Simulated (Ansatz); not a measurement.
The same group exchange along the group B, Al, In.

Program: Ansatz. Geometries: PBE0-D4/def2-TZVP. ΔE: electronic, gas phase. CBS: MP2 limit from def2 TZ/QZ plus the TZ coupled-cluster correction, frozen cores. This one scheme is used for every species. DFT in def2-TZVPP. Elements past krypton have def2 core potentials. For In outer-core shells are correlated without core-valence functions, which leaves a few kJ/mol of doubt a bond. One conformer a species, not always the lowest.

| reaction | CCSD(T)/CBS(def2) (kJ/mol) |
| --- | --- |
| `CNBF` + `OC(F)CF` → `FBCF` + `CNC(O)F` | 148 |
| `C[NH][AlH][F]` + `OC(F)CF` → `F[CH2][AlH][F]` + `CNC(O)F` | ? |
| `C[NH][InH][F]` + `OC(F)CF` → `F[CH2][InH][F]` + `CNC(O)F` | 57 |

Q: Fill in the missing values. (Estimate.)

A: Computed: `C[NH][AlH][F]` + `OC(F)CF` → `F[CH2][AlH][F]` + `CNC(O)F`: +127.4 kJ/mol.

Largest T1 diagnostic: 0.016, for `C[NH][InH][F]`.
